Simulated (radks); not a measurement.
Kinetic energies: the exact non-interacting value of the Kohn-Sham orbitals and orbital-free approximations, as 100 (|E| - |E exact|)/|E exact|, negative where the magnitude is too small. Species: P4+ [Ne] 3s1; Ba53+ [He] 2s1; Sr [Kr] 5s2; Rh4+ [Kr] 4d5; Li [He] 2s1. Method: non-relativistic Kohn-Sham, LDA (Slater exchange, Perdew-Wang correlation), spin-polarised, spherical densities, point nucleus; computed with a radial shooting solver on a logarithmic mesh with Libxc functionals. Every spin shell is full or empty, so the densities are truly spherical. Functionals are evaluated on that one density, not self-consistently.

| functional | P4+ | Ba53+ | Sr | Rh4+ | Li |
|---|---|---|---|---|---|
| exact (hartree) | 335.228 | 3465.88 | 3126.99 | 4676.62 | 7.24942 |
| Thomas-Fermi | -7.41 | -9.97 | -5.77 | -5.46 | -10.30 |
| von Weizsacker | -37.24 | -7.68 | -54.54 | -56.94 | -2.82 |
| TF + vW | +55.35 | +82.35 | +39.70 | +37.60 | +86.88 |
| TF + vW/9 | -0.44 | +0.29 | -0.71 | -0.67 | +0.50 |
| TF + vW/5 | +5.14 | +8.49 | +3.33 | +3.15 | +9.14 |
| APBEK | +0.34 | +0.04 | +0.12 | +0.14 | +0.24 |
| revAPBEK | +0.72 | +0.85 | +0.33 | +0.32 | +1.10 |
| Perdew 92 | -0.42 | +0.31 | -0.70 | -0.67 | +0.52 |
| Thakkar | +0.04 | +0.26 | -0.49 | -0.53 | +0.55 |
| Pearson | -1.62 | -4.13 | -1.03 | -0.95 | -4.11 |
| LKT | +32.06 | +54.31 | +21.29 | +20.01 | +57.48 |
| PG1 | +26.11 | +47.16 | +16.79 | +15.75 | +49.96 |
| DePristo-Kress | +0.15 | -0.19 | -0.08 | -0.07 | -0.30 |
| Ernzerhof | +0.30 | +3.11 | -0.39 | -0.37 | +3.30 |
